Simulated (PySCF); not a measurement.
**Radial density of Ni²⁺ (nickel, charge +2)**

MN15, [Ar] 3d8, high-spin 3F determinant. Calculation: PySCF 2.14, in cc-pVTZ-DK; the spin-free X2C one-electron Hamiltonian (Gaussian nucleus).

| r (bohr) | 4πr²ρ (e/bohr) | 4πr²(ρα − ρβ) |
| --- | --- | --- |
| 0.000960 | 0.2569 | 0.0000 |
| 0.00161 | 0.6435 | 0.0000 |
| 0.00271 | 1.578 | -0.0001 |
| 0.00457 | 3.732 | -0.0002 |
| 0.00768 | 8.309 | -0.0004 |
| 0.0129 | 16.62 | -0.0008 |
| 0.0217 | 27.65 | -0.0013 |
| 0.0365 | 34.01 | -0.0019 |
| 0.0615 | 29.01 | -0.0022 |
| 0.103 | 28.88 | 0.0120 |
| 0.174 | 38.40 | 0.1656 |
| 0.293 | 22.42 | 0.8289 |
| 0.492 | 18.17 | 1.8891 |
| 0.828 | 16.77 | 1.8205 |
| 1.39 | 4.215 | 0.6760 |
| 2.34 | 0.4660 | 0.0792 |
| 3.94 | 0.006153 | 0.0003 |
| 6.63 | 2.233e-05 | 0.0000 |

Densities and radii are taken from the X2C orbitals without a picture-change correction, which distorts them close to the nucleus.

Task: Where is the radial spin density 4πr²(ρα − ρβ) most negative, and why is it negative at all?

Result: Around r = 0.0615 bohr, down to -0.0022 e/bohr: exchange with the open shell polarises the paired shells in an unrestricted calculation.
